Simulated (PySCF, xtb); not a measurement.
C₂H₅BrCd, SMILES [Cd]([CH2]C)[Br]. One conformer was computed; it need not be the lowest.

Harmonic wavenumbers (cm⁻¹) from xtb with GFN2-xTB at its own minimum, in rising order: 34, 50, 177, 201, 230, 402, 615, 924, 974, 1045, 1159, 1219, 1408, 1455, 1474, 1494, 2933, 2936, 2954, 2965, 2976.

Task: What does PBE0-D3(BJ)/def2-SVP run with PySCF give at its own minimum? (An estimate is asked for; the answer gives what the named calculation found.)

Result: 62, 85, 214, 243, 263, 494, 641, 941, 968, 1057, 1189, 1243, 1394, 1440, 1471, 1476, 3039, 3075, 3121, 3130, 3149. Paired by order, the mean absolute difference is 56 cm⁻¹ and the zero-point energies are 39.5 and 41.0 kcal/mol.
